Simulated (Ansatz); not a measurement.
A run for Ansatz (an electronic-structure program): U-B97M-V/def2-TZVPP on O (SMILES [O]).

Ansatz 0.2 input:
```yaml
crystal:
  periodic: [false, false, false]
  atoms:
    - {symbol: O, position_ang: [0.00000000, 0.00000000, 0.00000000]}
basis:
  gaussian:
    orbitals: def2-TZVPP
hamiltonian:
  xc: {name: B97M-V}
magnetization: {spin_polarized: true, initial_magnetization: 2}
```

It printed:

```
WARN ansatz: RAYON_NUM_THREADS=1 ignored (pool sized by the plan → 1); use --threads N
Functional definition: B97M-V
integrals: 0.01 GiB planned
151 factors; their error is unknown
mean field: 0.08 GiB planned
mean field evaluation 1: about -2042.5996 eV, gradient 9.0e0 eV
mean field evaluation 2: about -2042.7170 eV, gradient 5.4e0 eV
mean field evaluation 4: about -2042.8162 eV, gradient 2.2e-2 eV
mean field evaluation 8: about -2042.8140 eV, gradient 6.3e-4 eV
mean field -2042.81397067 eV, -75.0720287529 hartree, gradient 5.6e-5 eV, S^2 2.006252; 0 other end points of the search recorded, 0 dependent functions left out
reference -2042.81398787 eV, -75.0720293851 hartree; 5, 3 occupied and 26, 28 virtual orbitals, 151 factors
Total energy: -2042.81398787 eV, -75.0720293851 hartree
```

The calculation finished and met its thresholds.

Cost: about 0.21 core-seconds (a rough figure).
